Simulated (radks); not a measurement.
Trend from Zr4+ to Cd4+: ionisation energy by Delta-SCF between NIST ground configurations, and size. All-electron calculation, Dirac Kohn-Sham, PBE, spin-unpolarised, spherical densities, finite nucleus; open shells fill j = l - 1/2 first; Fermi nuclear charge, rms radius of each element as measured or else 0.836 A^(1/3) + 0.57 fm. Program: a radial shooting solver on a logarithmic mesh with Libxc functionals.

species  configuration  configuration of the ion  IE (eV)  NIST (eV)       kind   -e(HOMO) (eV)  outermost  <r> outermost (bohr)
Zr4+              [Kr]         [Ar] 3d10 4s2 4p5   80.292      80.35  semi-emp.  72.167 (4p3/2)      4p3/2                  1.32
Nb4+          [Kr] 4d1                      [Kr]   50.445     50.573       exp.  43.549 (4d3/2)      4d3/2                  1.60
Mo4+          [Kr] 4d2                  [Kr] 4d1   53.635      54.42  semi-emp.  46.445 (4d3/2)      4d3/2                  1.51
Tc4+          [Kr] 4d3                  [Kr] 4d2   56.747         57     theory  49.270 (4d3/2)      4d3/2                  1.43
Ru4+          [Kr] 4d4                  [Kr] 4d3   59.798         59     theory  52.037 (4d3/2)      4d3/2                  1.36
Rh4+          [Kr] 4d5                  [Kr] 4d4   62.262         63     theory  54.269 (4d5/2)      4d5/2                  1.31
Pd4+          [Kr] 4d6                  [Kr] 4d5   65.185         61     theory  56.919 (4d5/2)      4d5/2                  1.26
Ag4+          [Kr] 4d7                  [Kr] 4d6   68.072         65     theory  59.536 (4d5/2)      4d5/2                  1.20
Cd4+          [Kr] 4d8                  [Kr] 4d7   70.929         68     theory  62.125 (4d5/2)      4d5/2                  1.16

Reference values: NIST Atomic Spectra Database (exp. = measured, semi-emp. = semi-empirical, theory = theoretical value adopted there). Spin polarisation and multiplet splitting are left out, so open shells lie too high by an amount that depends on their filling.

Beside tabulated values, note that spin-unpolarised runs miss the spin-polarisation part of the exchange energy of open shells.
